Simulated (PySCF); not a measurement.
C2H2N3, SMILES [c]1nc[nH]n1, multiplicity 2.

The structure is a stationary point at B3LYP-D3(BJ)/def2-SVP. The isomer is the one that the SMILES or the coordinates give; other isomers of the formula were not compared.

All values below come from ωB97X/def2-TZVP in PySCF.

Gas-phase values at a fixed geometry.

```yaml
total_energy: -241.58197 hartree
point_group: Cs
"α spin, highest occupied and lowest empty level": -10.55 and 1.89 eV
"β spin, highest occupied and lowest empty level": -10.40 and -0.88 eV
dipole_moment: 3.97 D
quadrupole, principal values (traceless, Buckingham form, about the centre of nuclear charge): -5.64, -1.72, 7.37 D·Å
mean_static_polarisability: 38.2 bohr³ (5.66 Å³)
polarisability_principal_values: 25.5, 43.5, 45.6 bohr³
"⟨S²⟩": 0.759 (pure state 0.75)
```
